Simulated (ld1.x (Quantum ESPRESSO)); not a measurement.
# Varying the TM potential for argon (Ar)

Base potential:

argon (Ar), norm-conserving Troullier–Martins (Kleinman–Bylander form), made with ld1.x (Quantum ESPRESSO) 7.5 (PW91, scalar-relativistic). Core [Ne], reference 3s2 3p6. Waves: 3p (bound): rc 1.30 bohr; 3d channel at 0.05 Ry: rc 1.35 bohr; 3s (bound): rc 1.00 bohr. Local part: the s channel. Core correction: none.

Cutoffs, loose and tight: the cutoffs (Ry, on a coarse ladder) from which the occupation-weighted sum of valence levels, in a spherical-Bessel basis at the reference potential, stays within 10 and 1 mRy of its value at 400 Ry. They do not see the model core or the augmentation charge, which bear on the density cutoff. Test errors are all-electron minus pseudo excitation energies from the reference, over the configurations 3s2 3p5; 3s2 3p4; 3s2 3p3; 3s2 3p5.5; 3s1 3p6; 3s2 3p2. A dash means not determined; rows that change the core or the reference have their own tests.

| change | outcome | cutoff, loose | cutoff, tight | bound ghosts | largest test error (meV) |
| --- | --- | --- | --- | --- | --- |
| base | generated | 80 Ry | 160 Ry | none | +232 |
| local potential the p channel | generated | 80 Ry | 160 Ry | none | +218 |
| wave 3d channel at 0.05 Ry: rc 1.35 bohr becomes 3d channel at -0.02 Ry: rc 1.35 bohr | generated | 80 Ry | 160 Ry | none | +232 |
| reference 3s2 3p5.5 | generated | 80 Ry | 160 Ry | none | +208 |
| wave 3p (bound): rc 1.30 bohr becomes 3p (bound): rc 1.28 bohr | generated | 80 Ry | 160 Ry | none | +232 |
| core correction a·sin(br)/r model core inside 0.54 bohr | generated | 80 Ry | 160 Ry | none | +223 |
| functional PBE | generated | 80 Ry | 160 Ry | none | +216 |
| wave 3d channel at 0.05 Ry: rc 1.35 bohr becomes 3d channel at 0.05 Ry: rc 1.74 bohr | generated | 80 Ry | 160 Ry | none | +232 |
| type TM semilocal; local potential the d channel | generated | 80 Ry | 160 Ry | none | +222 |
| core correction a·sin(br)/r model core inside 1.12 bohr | generated | 80 Ry | 160 Ry | none | +216 |

Question: What comes out with this change to the base: all radii scaled by about 1.11 (s 1.12, p 1.44, d 1.50 bohr)?

Answer: outcome: generated; cutoff, loose: 70 Ry; cutoff, tight: 90 Ry; bound ghosts: none; largest test error (meV): +206.

Question: What comes out with this change to the base: wave 3s (bound): rc 1.00 bohr becomes 3s (bound): rc 0.88 bohr?

Answer: outcome: generated; cutoff, loose: 160 Ry; cutoff, tight: 300 Ry; bound ghosts: none; largest test error (meV): +308.
